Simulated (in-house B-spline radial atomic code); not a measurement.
Checks on a self-consistent run for Fe IV (Fe3+), [Ne] 3s2 3p5 3d5 6f1. Method: Dirac-Hartree-Fock, average of configuration, Fermi nucleus of rms radius 3.7377 fm. Calculated with an all-electron radial atomic-structure program (B-spline basis).

```tsv
orbital	q	ε (Eh)	<1/r>	<r²>	small-component weight
1s1/2	2	-266.15050	25.9851	0.00458908	0.0087513
2s1/2	2	-34.71676	5.61724	0.0829277	0.0016271
2p1/2	2	-30.09541	5.52837	0.0668027	0.0015891
2p3/2	4	-29.62862	5.43196	0.0683813	0.0015677
3s1/2	2	-6.27253	1.77221	0.723966	0.00035533
3p1/2	1.6667	-4.87724	1.66133	0.792204	0.00032232
3p3/2	3.3333	-4.81412	1.64136	0.806382	0.00031799
3d3/2	2	-2.63510	1.38541	1.02019	0.00023632
3d5/2	3	-2.62815	1.38086	1.02592	0.00023524
6f5/2	0.42857	-0.22481	0.114953	158.337	6.3538e-06
6f7/2	0.57143	-0.22482	0.114961	158.324	6.355e-06
```

Electron-electron repulsion V_ee = 435.0931 hartree.

What total energy follows from the eigenvalues?

The eigenvalues count the repulsion twice, so E = Σqε - V_ee = -830.540 - 435.093 = -1265.633 hartree; the run printed -1265.633.

Does the Dirac virial theorem hold?

For a point nucleus E = -2c²Σq·w, with w the small-component weight. Here Σq·w = 0.033698 and c = 137.0360, so the ratio E/(-2c²Σq·w) is 1.000006; the finite nucleus accounts for the departure from 1.

What diamagnetic shielding (Lamb formula) and susceptibility (Langevin formula) do the radii give?

σ = (α²/3)Σq<1/r> = 114.802/(3·137.036²) = 2037.8 ppm, and χ = -0.79199×10⁻⁶·Σq<r²> = -134.2×10⁻⁶ cm³/mol with Σq<r²> = 169.49 bohr². Both are non-relativistic formulas without the paramagnetism of open shells.
